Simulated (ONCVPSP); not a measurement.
# Hg (Z = 80): one change to an ONCV potential, before and after

ONCVPSP 4.0.1 input, shortened (lines: element, Z, core and valence counts, functional; n l f; lmax; l rc ep ncon nbas qcut; lloc lpopt rc5 dvloc0; l nproj debl; icmod fcfact rcfact), LDA (Perdew-Wang 92), scalar-relativistic:

```
  Hg 80.00   10    4  -001012      upf
    1    0    2.00
    2    0    2.00
    2    1    6.00
    3    0    2.00
    3    1    6.00
    3    2   10.00
    4    0    2.00
    4    1    6.00
    4    2   10.00
    4    3   14.00
    5    0    2.00
    5    1    6.00
    5    2   10.00
    6    0    2.00
    2
    0    1.60    0.00    4    7    7.10
    1    1.10    0.00    4    8    7.40
    2    2.25    0.00    5   10    6.40
    4    1    0.85    1.00
    0    2    3.60
    1    1    2.20
    2    2    2.90
    1    0.35    0.00
```

Change: d: rc 3.34.

Cutoffs: the cutoffs (Ha) at which the residual kinetic energy of the hardest occupied pseudo-wave falls to 1 and 0.1 mHa per electron; they do not see the model core or the augmentation charge, which bear on the density cutoff. Errors are all-electron minus pseudo energies relative to the spin-unpolarised reference configuration.

How do hardness, ghosts and transferability respond?

The potential gets neither clearly harder nor softer (144 Ha and 173 Ha → 144 Ha and 173 Ha); the p channel sets the loose cutoff, while the largest relative change is in d, which becomes softer; of the 4 tests that both files solve, the error grows in 3 and shrinks in 1 by more than 15 % and 0.3 meV (median size 12.5 → 38.5 meV); neither file shows a bound ghost.

```tsv
quantity	base	changed
cutoff, loose	144 Ha	144 Ha
cutoff, tight	173 Ha	173 Ha
loose cutoff by channel	s 20 Ha, p 144 Ha, d 17 Ha	s 20 Ha, p 144 Ha, d 12 Ha
bound ghosts	none	none
GHOST(+) flags under 300 eV	s at 49.8 eV	s at 49.8 eV
error for 5s2 5p6 5d10 6s1, meV [ΔE 11.04 eV]	-5.0	-9.4
error for 5s2 5p6 5d10 6s0, meV [ΔE 30.43 eV]	-20	-52
error for 5s2 5p6 5d9 6s0, meV [ΔE 66.25 eV]	-30	+25
error for 5s2 5p6 5d8 6s0, meV [ΔE 116.29 eV]	+3.7	+599
s: phases at 1.62 bohr within 0.05 rad from the reference energy up to (Ha; the scan ends near 5)	1.6	1.6
p: phases at 1.12 bohr within 0.05 rad from the reference energy up to (Ha; the scan ends near 5)	1.4	1.4
rms error of d²Exc/dni dnj with the model core, mHa	1.20	1.64
```
